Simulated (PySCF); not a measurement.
## What builds the first ionisation energy along the 4d series

Calculated with PySCF 2.14 from differences of total energies of unrestricted determinants, without spin-orbit coupling. Each column adds one step, in eV (sums use unrounded values): valence MP2, valence CCSD, valence triples, then the next inner shell at CCSD(T) (Zr 4s 4p, Nb 4s 4p, Mo 4s 4p, Tc 4s 4p, Ru 4s 4p, Rh 4s 4p, Pd 4s 4p, Ag 4s 4p, Cd 4s 4p). References (NIST) marked * lie between the lowest fine-structure levels; the others compare directly ((s) semi-empirical, (t) theoretical).

```json
{"element": "Zr [Kr] 4d2 5s2 → [Kr] 4d2 5s1 (ANO-RCC-VTZP, spin-free X2C)", "UHF": "5.183", "+ MP2": "0.869", "+ CCSD": "0.262", "+ (T)": "0.073", "+ inner shell": "0.126", "sum": "6.514", "reference": "6.639"}
{"element": "Nb [Kr] 4d4 5s1 → [Kr] 4d4 (ANO-RCC-VTZP, spin-free X2C)", "UHF": "5.986", "+ MP2": "0.446", "+ CCSD": "0.062", "+ (T)": "0.025", "+ inner shell": "0.198", "sum": "6.717", "reference": "6.776"}
{"element": "Mo [Kr] 4d5 5s1 → [Kr] 4d5 (ANO-RCC-VTZP, spin-free X2C)", "UHF": "6.264", "+ MP2": "0.534", "+ CCSD": "0.022", "+ (T)": "0.028", "+ inner shell": "0.188", "sum": "7.036", "reference": "7.092"}
{"element": "Tc [Kr] 4d5 5s2 → [Kr] 4d5 5s1 (ANO-RCC-VTZP, spin-free X2C)", "UHF": "5.545", "+ MP2": "1.124", "+ CCSD": "0.126", "+ (T)": "0.095", "+ inner shell": "0.076", "sum": "6.967", "reference": "7.119"}
{"element": "Ru [Kr] 4d7 5s1 → [Kr] 4d7 (ANO-RCC-VTZP, spin-free X2C)", "UHF": "6.311", "+ MP2": "0.847", "+ CCSD": "-0.055", "+ (T)": "0.063", "+ inner shell": "0.153", "sum": "7.319", "reference": "7.365"}
{"element": "Rh [Kr] 4d8 5s1 → [Kr] 4d8 (ANO-RCC-VTZP, spin-free X2C)", "UHF": "6.341", "+ MP2": "0.950", "+ CCSD": "-0.087", "+ (T)": "0.075", "+ inner shell": "0.134", "sum": "7.413", "reference": "7.479"}
{"element": "Pd [Kr] 4d10 → [Kr] 4d9 (ANO-RCC-VTZP, spin-free X2C)", "UHF": "6.289", "+ MP2": "2.427", "+ CCSD": "-0.602", "+ (T)": "0.199", "+ inner shell": "0.044", "sum": "8.357", "reference": "8.512"}
{"element": "Ag [Kr] 4d10 5s1 → [Kr] 4d10 (ANO-RCC-VTZP, spin-free X2C)", "UHF": "6.374", "+ MP2": "1.069", "+ CCSD": "-0.099", "+ (T)": "0.075", "+ inner shell": "0.080", "sum": "7.499", "reference": "7.576"}
{"element": "Cd [Kr] 4d10 5s2 → [Kr] 4d10 5s1 (ANO-RCC-VTZP, spin-free X2C)", "UHF": "7.336", "+ MP2": "1.492", "+ CCSD": "-0.082", "+ (T)": "0.122", "+ inner shell": "0.063", "sum": "8.931", "reference": "8.994"}
```

What remains against the references is mostly basis incompleteness.

These are valence bases, so the inner-shell step is incomplete.
